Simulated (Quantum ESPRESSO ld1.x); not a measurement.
The aim is neutral erbium in [Xe] 4f12 6s2. What will ld1.x (Quantum ESPRESSO 7.5) do with this input?

```
 &input
    zed=68.0,
    iswitch=1,
    rel=1,
    lsd=1,
    dft='SLA-VWN',
    config='[Xe] 4f12 6s2',
    verbosity='high',
    tr2=1e-30,
    prefix='ld1',
    max_out_wfc=37,
    file_charge='ld1.rho',
 /
```

Answer. Usable despite the warning. The threshold lies below the rounding noise, so the cycle runs to its limit and warns, but the energy differs from the sound run by less than 1e-5 hartree.

Output (excerpt):

```
     Program LD1 v.7.5 starts

     Message from routine scf:
     warning: convergence not achieved
     --------------------------- All-electron run ----------------------------

     scalar relativistic calculation

     atomic number is 68.00
     dft =SLA-VWN   lsd =1 sic =0 latt =0  beta=0.20 tr2=1.0E-30
     Exchange-correlation= SLA-VWN
                           (   1   2   0   0   0   0   0)
     mesh =2105 r(mesh) = 100.73490 a.u. xmin = -8.00 dx = 0.00800
     1 Ry =  13.60569312 eV, c = 137.03599908

     n l     nl                  e(Ry)          e(Ha)          e(eV)
     1 0     1S 1( 1.00)   -4213.339341696   -2106.669670848 -57325.4021061
     2 0     2S 1( 1.00)    -707.902922973    -353.951461486  -9631.5099308
     2 1     2P 1( 3.00)    -626.350298962    -313.175149481  -8521.9299552
     3 0     3S 1( 1.00)    -158.600738615     -79.300369308  -2157.8729787
     3 1     3P 1( 3.00)    -133.796400162     -66.898200081  -1820.3927616
     4 0     4S 1( 1.00)     -31.295624100     -15.647812050   -425.7986576
     4 1     4P 1( 3.00)     -23.132983596     -11.566491798   -314.7402758
     3 2     3D 1( 5.00)    -102.686991818     -51.343495909  -1397.1276984
     5 0     5S 1( 1.00)      -3.852703659      -1.926351830    -52.4187037
     5 1     5P 1( 3.00)      -1.970972857      -0.985486428    -26.8164518
     4 2     4D 1( 5.00)     -12.200134749      -6.100067375   -165.9912895
     4 3     4F 1( 7.00)      -0.297199432      -0.148599716     -4.0436043
     6 0     6S 1( 1.00)      -0.294750414      -0.147375207     -4.0102837
     1 0     1S 2( 1.00)   -4213.339332052   -2106.669666026 -57325.4019749
     2 0     2S 2( 1.00)    -707.900009470    -353.950004735  -9631.4702906
     2 1     2P 2( 3.00)    -626.348148776    -313.174074388  -8521.9007004
     3 0     3S 2( 1.00)    -158.536404715     -79.268202357  -2156.9976714
     3 1     3P 2( 3.00)    -133.732393843     -66.866196922  -1819.5219112
     4 0     4S 2( 1.00)     -31.165950760     -15.582975380   -424.0343619
     4 1     4P 2( 3.00)     -23.005587694     -11.502793847   -313.0069663
     3 2     3D 2( 5.00)    -102.637101400     -51.318550700  -1396.4489047
     5 0     5S 2( 1.00)      -3.793093615      -1.896546807    -51.6076677
     5 1     5P 2( 3.00)      -1.928084001      -0.964042001    -26.2329192
     4 2     4D 2( 5.00)     -12.076033056      -6.038016528   -164.3027999
     4 3     4F 2( 5.00)      -0.190732328      -0.095366164     -2.5950455
     6 0     6S 2( 1.00)      -0.290980639      -0.145490320     -3.9589933

     final scf error:  9.9E-19 reached in 201 iterations

     Etot =  -26156.330072 Ry,  -13078.165036 Ha, -355875.000188 eV
     Total magnetization:    2.00 Bohr mag.

     Ekin =   28354.601116 Ry,   14177.300558 Ha,  385784.001406 eV
     Encl =  -64212.511797 Ry,  -32106.255899 Ha, -873655.730170 eV
     Eh   =   10240.425677 Ry,    5120.212839 Ha,  139328.089211 eV
     Exc  =    -538.845068 Ry,    -269.422534 Ha,   -7331.360634 eV
```

Run on one thread of a shared host, so times are rough (Intel(R) Xeon(R) Processor @ 2.60GHz): 1.6 s of CPU time, 2.3 s wall, 201 iterations on 2105 mesh points, peak memory 30 MiB.
